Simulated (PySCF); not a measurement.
These 5 structures share the formula C6H18Si4. Method used: PBE0-D3(BJ)/def2-SVP geometry optimisation, gas phase in PySCF. One conformer each; no zero-point energy, no entropy. No frequencies were run at this level. Point groups hold within 0.08 Å.

Task: Order them by energy at this level, lowest first, and give relative energies in kcal/mol.
A. `[CH2:1]=[C:2]([CH3:3])[SiH2:4][SiH2:5][Si@H:6]([SiH3:7])[C:8](=[CH2:9])[CH3:10]` with C1–C2–Si4–Si5 116°, C2–Si4–Si5–Si6 -44°, Si4–Si5–Si6–Si7 -57°, Si5–Si6–C8–C9 -120°
B. `[CH3:1][CH:2]([CH3:3])[Si@H:4]1[SiH2:5][Si@H:6]([CH:7]2[CH2:8][CH2:9]2)[SiH2:10]1` with C1–C2–Si4–Si5 -44°, Si5–Si6–C7–C8 -71°, C2–Si4–Si5–Si6 91°, Si4–Si5–Si6–C7 141°, Si6–C7–C8–C9 -110°, Si5–Si6–Si10–Si4 -21°
C. `[CH3:1][CH:2]([CH3:3])[Si@H:4]1[SiH2:5][Si@@H:6]([CH:7]2[CH2:8][CH2:9]2)[SiH2:10]1` with C1–C2–Si4–Si5 -57°, Si5–Si6–C7–C8 145°
D. `[CH3:1][C:2]#[C:3][SiH2:4][Si@@H:5]([CH2:6][CH2:7][CH3:8])[SiH2:9][SiH3:10]` with C3–Si4–Si5–C6 179°, Si4–Si5–C6–C7 177°, Si5–C6–C7–C8 179°, Si4–Si5–Si9–Si10 54°
E. `[CH2:1]=[CH:2][Si:3]1([C:4]([CH3:5])([CH3:6])[CH3:7])[SiH2:8][SiH2:9][SiH2:10]1` with C1–C2–Si3–C4 -119°, C2–Si3–Si8–Si9 138°, Si3–Si8–Si9–Si10 -19°, Si8–Si9–Si10–Si3 19°, C2–Si3–Si10–Si9 -138°

Result: E (0.0), B (0.9), C (2.0), A (22.3), D (25.8).

As drawn, the lowest has a four-membered ring and a C=C bond outside aromatic rings, which the highest lacks; the highest has a C≡C bond, which the lowest lacks. Neighbours under 2.5 kcal/mol apart (C=C[Si]1(C(C)(C)C)[SiH2][SiH2][SiH2]1 and CC(C)[Si@H]1[SiH2][Si@H](C2CC2)[SiH2]1; CC(C)[Si@H]1[SiH2][Si@H](C2CC2)[SiH2]1 and CC(C)[Si@H]1[SiH2][Si@@H](C2CC2)[SiH2]1) can change places with a better method, another conformer or zero-point energy. CC(C)[Si@H]1[SiH2][Si@H](C2CC2)[SiH2]1 and CC(C)[Si@H]1[SiH2][Si@@H](C2CC2)[SiH2]1 are stereoisomers, 1.1 kcal/mol apart in the conformers taken.

```tsv
SMILES	E (Eh)	E rel (kcal/mol)	dipole (D)	point group	A, B, C (MHz)
C=C[Si]1(C(C)(C)C)[SiH2][SiH2][SiH2]1	-1396.15181	0.0	1.50	C1	838.9, 596.6, 513.9
CC(C)[Si@H]1[SiH2][Si@H](C2CC2)[SiH2]1	-1396.15044	0.9	0.64	C1	1363, 400.8, 376.3
CC(C)[Si@H]1[SiH2][Si@@H](C2CC2)[SiH2]1	-1396.14867	2.0	1.48	C1	1023, 471.1, 439.0
C=C(C)[SiH2][SiH2][Si@H]([SiH3])C(=C)C	-1396.11621	22.3	0.88	C1	979.4, 394.3, 372.2
CC#C[SiH2][Si@@H](CCC)[SiH2][SiH3]	-1396.11064	25.8	0.59	C1	1001, 347.2, 272.3
```

Task: How do the relative energies change in single points at PBE/pcSseg-1 (no added dispersion term) on the same geometries?

Result: 
| SMILES | PBE0-D3(BJ)/def2-SVP (kcal/mol) | PBE/pcSseg-1 (kcal/mol) | shift |
| --- | --- | --- | --- |
| C=C[Si]1(C(C)(C)C)[SiH2][SiH2][SiH2]1 | 0.0 | 0.0 | 0.0 |
| CC(C)[Si@H]1[SiH2][Si@H](C2CC2)[SiH2]1 | 0.9 | 2.9 | +2.0 |
| CC(C)[Si@H]1[SiH2][Si@@H](C2CC2)[SiH2]1 | 2.0 | 4.1 | +2.1 |
| C=C(C)[SiH2][SiH2][Si@H]([SiH3])C(=C)C | 22.3 | 16.5 | -5.8 |
| CC#C[SiH2][Si@@H](CCC)[SiH2][SiH3] | 25.8 | 18.7 | -7.1 |

Each column counts from its own lowest isomer. The order is unchanged; the largest shift is 7.1 kcal/mol.
